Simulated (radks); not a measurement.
All-electron atom: Ti I in [Ar] 3d2 4s2. Calculated with a radial shooting solver on a logarithmic mesh with Libxc functionals: scalar-relativistic Kohn-Sham, r2SCAN, spin-polarised, spherical densities, finite nucleus; open shells are filled with parallel spins first; meta-GGA in the generalised Kohn-Sham scheme; Fermi nuclear charge, rms radius 3.5921 fm.

Normalised radial functions P(r) = r R(r), r in bohr:

r           3s up  3p down
0.003432   0.0724   0.0015
0.005161   0.1041   0.0032
0.007823   0.1476   0.0069
0.01176    0.2014   0.0148
0.01769    0.2610   0.0309
0.0266     0.3108   0.0629
0.04001    0.3180   0.1222
0.06065    0.2287   0.2234
0.0912     0.0011   0.3616
0.1372    -0.3329   0.4940
0.2062    -0.5707   0.5000
0.3102    -0.3896   0.2200
0.4664     0.2985  -0.3574
0.707      1.0053  -0.9229
1.063      1.0194  -0.9869
1.599      0.5069  -0.5849
2.404      0.1164  -0.1848
3.616      0.0106  -0.0309
5.481      0.0003  -0.0016
8.243      0.0000  0.0000
12.4       0.0000  0.0000

3s up: eigenvalue -65.833 eV, 2 radial nodes at r = 0.0913, 0.400 bohr, <r> = 1.01 bohr, 90 % of the charge inside 1.51 bohr. 3p down: eigenvalue -38.739 eV, 1 radial node at r = 0.369 bohr, <r> = 1.09 bohr, 90 % of the charge inside 1.67 bohr.
